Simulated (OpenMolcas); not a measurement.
# What dynamic correlation does to the levels of Pr2+

| Quantity | Value |
| --- | --- |
| Program | OpenMolcas 26.06 |
| Basis | ANO-RCC-VDZP [7s6p4d2f1g] |
| Scalar Hamiltonian | DKH2, point nucleus |
| Active space | 3 electrons in 7 orbitals (4f) |
| State averaging | 2S+1 = 4 odd, 35 roots; 2S+1 = 2 odd, 112 roots (96 in the spin-orbit step) |
| Spin-orbit coupling | RASSI with atomic mean-field integrals over the reference wave functions, term energies averaged over their components |

Methods on the same reference wave functions:
A. CASSCF
B. SS-CASPT2, IPEA 0.25 Eh, imaginary shift 0.1 Eh (closed shells correlated: 5s 5p)
C. MS-CASPT2, IPEA 0.25 Eh, imaginary shift 0.1 Eh (closed shells correlated: 5s 5p)

Energies in cm-1 above 4f3 4I* 9/2, the measured ground level; measured values from Martin, Zalubas and Hagan, Atomic Energy Levels: The Rare-Earth Elements, NSRDS-NBS 60 (1978); the list in Maison, Palmeri and Quinet, J. Phys. B 58, 015001 (2025).

| Level | A | B | C | Measured |
| --- | --- | --- | --- | --- |
| 4f3 4I* 9/2 | 0.0 | 0.0 | 0.0 | 0.0 |
| 4f3 4I* 11/2 | 1457 | 1501 | 1501 | 1398 |
| 4f3 4I* 13/2 | 3056 | 3120 | 3120 | 2893 |
| 4f3 4I* 15/2 | 4762 | 4810 | 4810 | 4454 |
| 4f3 4F* 3/2 | 13515 | 11280 | 11230 | 9371 |
| 4f3 2H* 9/2(1) | 13555 | 10640 | 10640 | 10033 |
| 4f3 4F* 5/2 | 14291 | 12090 | 12040 | 10138 |
| 4f3 4S* 3/2 | 15008 | 12750 | 13080 | 10950 |
| 4f3 4F* 7/2 | 15062 | 12790 | 12750 | 10859 |
| 4f3 4F* 9/2 | 15913 | 13580 | 13540 | 11762 |
| 4f3 2H* 11/2(1) | 15976 | 13030 | 13030 | 12495 |
| 4f3 2G* 7/2 | 18584 | 15430 | 15420 |  |
| 4f3 2K* 13/2 | 20416 | 17770 | 17770 | 16089 |
| 4f3 4G* 5/2 | 20547 | 17850 | 17850 | 14187 |
| 4f3 2G* 9/2 [70 %] | 20642 | 17580 | 17580 |  |
| 4f3 4G* 7/2 | 21646 | 18950 | 18950 | 15443 |
| 4f3 2K* 15/2 | 22053 | 19410 | 19410 | 17642 |
| 4f3 4G* 9/2 | 22822 | 20120 | 20120 | 15705 |
| 4f3 4G* 11/2 | 23932 | 21250 | 21250 | 17410 |
| 4f3 2P* 1/2 | 25336 | 21420 | 21420 | 18694 |
| 4f3 2D* 5/2(1) | 25544 | 21650 | 21650 | 19046 |
| 4f3 2I* 11/2 | 32175 | 28140 | 28140 | 24358 |
| 4f3 2L* 15/2 | 32800 | 29300 | 29300 |  |
| 4f3 2I* 13/2 | 33049 | 29130 | 29130 | 25392 |

Deviations, from unrounded energies. A percentage is the sum of absolute deviations over the sum of measured energies, with the sign that they share, or ± where signs differ.

| Against measurement | Levels | A | B | C |
| --- | --- | --- | --- | --- |
| mean absolute deviation (cm-1) | 20 | 4600 | 2100 | 2200 |
| fine structure of the ground term (%) | 3 | +6.1 | +7.8 | +7.8 |
| other terms of the ground configuration (%) | 17 | +35.2 | +16.3 | +16.3 |

B, C lie about equally close to measurement and A furthest from it. The largest miss of B in the table is 4f3 4G* 9/2, by +4400 cm-1. The ranking rests on the paired levels alone, and a cruder setting can come out closer through cancelling errors.

Between B and C the level of the table that moves most is 4f3 4S* 3/2, by 330 cm-1 (lowest in B, highest in C). Moves below CASPT2's spread within the term are not significant.

The two smallest mean deviations differ by little beside CASPT2's spread within terms, so their order carries little weight.

From A to B the spin-free energies of the other terms of 4f3 shown, above 4I*, scale by factors of 0.76 to 0.88, as is usual when dynamic correlation screens the repulsion within a d or f shell.

The lowest spin-free term lies below A's lowest term by 0.258 hartree in B, 0.258 hartree in C.

CASPT2 breaks the degeneracy within a term, and the mean is taken; among the terms shown or strongly mixed into the levels shown the widest spread is 1200 cm-1 (4f3 4I*, C). High states are left out of the spin-orbit mixing, which shifts the levels that they would mix with. Some levels mix across a computed gap that differs much from the measured one, so their mixing is not that of the real levels. Without dynamic correlation excited terms often stand tens of per cent too high (terms of higher spin than the ground term too low), and those without a measured partner can miss by more than the paired ones (holds for A). Some terms miss by over 15 % even with CASPT2, which points to a basis or an active space too small for the shells correlated (holds for B; C). Blocks of more than 70 roots (2S+1 = 2 odd) ran without multistate coupling (holds for C). Computed and measured levels are paired by configuration, term and J; levels that our copy of the source lacks, or whose pairing is in doubt (as where it misses far off the trend of its configuration), stay unpaired and out of the deviations. Levels of configurations outside the active space are missing. Levels that lie high or do not pair safely by name in every column are left out.

A share in square brackets marks a mixed level and gives the weight of the term that names it, the lowest over the columns. A number in round brackets counts repeated terms of one configuration in the order of the reference energies. * marks odd parity.
